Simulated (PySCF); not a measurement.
PBE0 on P⁻ (phosphorus, charge -1), [Ne] 3s2 3p4, high-spin 3P determinant. All numbers are calculated (PySCF 2.14, no relativity, point nucleus, in aug-cc-pV(T+d)Z (6s5p4d2f, 55 functions)).

```
cycle= 1 E= -341.169053128084  delta_E= -0.00563  |g|= 0.0197  |ddm|= 0.16
cycle= 2 E= -341.169460594604  delta_E= -0.000407  |g|= 0.0123  |ddm|= 0.0869
cycle= 3 E= -341.169643449349  delta_E= -0.000183  |g|= 0.00644  |ddm|= 0.0444
cycle= 4 E= -341.169696957354  delta_E= -5.35e-05  |g|= 0.00184  |ddm|= 0.0177
cycle= 5 E= -341.169712684829  delta_E= -1.57e-05  |g|= 0.000243  |ddm|= 0.0171
cycle= 6 E= -341.169713061627  delta_E= -3.77e-07  |g|= 2.72e-05  |ddm|= 0.00295
cycle= 7 E= -341.169713064191  delta_E= -2.56e-09  |g|= 3.23e-06  |ddm|= 0.000267
cycle= 8 E= -341.169713064214  delta_E= -2.3e-11  |g|= 3.19e-07  |ddm|= 2.04e-05
converged SCF energy = -341.169713064214  <S^2> = 2.0093287  2S+1 = 3.0062127
```

Highest occupied orbital energy: 1.031 eV; ⟨L²⟩ = 2.04; populations by l: s 6.00, p 10.00, d 0.00, f 0.00.

(1) Can this result be used?

Results:

(1) With care. The run converged. At PBE0 the highest occupied level has a positive energy, so only the finite basis holds that electron; in a semilocal or global hybrid functional this comes from self-interaction and does not mean that the real anion is unbound.
